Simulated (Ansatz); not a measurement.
Total energies of Si₄BPH₁₂, a doped cluster cut from the lattice of silicon (B and P 2.4 A apart) from Ansatz at PBE-D4/def2-TZVPD, gas phase (1 Eh = 27.2114 eV = 2625.5 kJ/mol). The reference geometry is relaxed at PBE-D4/def2-SVP.

```xyz
18

B     0.424    0.899    1.847
Si    1.702   -0.770   -1.072
Si   -1.709    0.892   -1.116
Si   -1.501    0.760    1.232
Si   -0.456   -0.894   -2.006
P     1.424   -0.615    1.197
H     0.494    0.856    3.071
H     0.974    1.875    1.345
H     2.602   -1.951   -1.326
H     2.434    0.496   -1.420
H    -3.110    0.786   -1.667
H    -1.084    2.149   -1.671
H    -2.193   -0.541    1.589
H    -2.358    1.866    1.800
H    -1.004   -2.230   -1.568
H    -0.293   -0.921   -3.505
H     0.901   -1.898    1.553
H     2.751   -0.761    1.718
```

```
                 state   geometry  energy (Eh)
      charge 0 singlet  reference  -1530.65557
     charge -1 doublet  reference  -1530.65795
 free B atom (doublet)          –    -24.61015
free Si atom (triplet)          –   -289.22297
 free P atom (quartet)          –   -341.10318
 free H atom (doublet)          –     -0.49962
```

Work out the vertical electron affinity, to the doublet.

E(charge 0 singlet) − E(charge -1 doublet) = -1530.65557 − (-1530.65795) = 0.00238 Eh = 0.06 eV; so near zero that its sign isn't settled.

What is the binding energy per atom against free atoms?

Atoms: 1 × (-24.61015) + 4 × (-289.22297) + 1 × (-341.10318) + 12 × (-0.49962) = -1528.60065 Eh. Binding: -1528.60065 − (-1530.65557) = 2.05492 Eh = 55.92 eV, or 3.11 eV for each of 18 atoms (no zero-point energy, no counterpoise term).

At PBE-D4/def2-TZVPD the highest occupied level of the charge -1 doublet lies above zero (up to 1.71 eV). Energy differences disagree on whether the electron is bound (positive means bound): 0.06 eV (vertical, to the charge 0 singlet, at PBE-D4/def2-TZVPD), but -0.16 eV at r2SCANh-D4/def2-TZVPD.
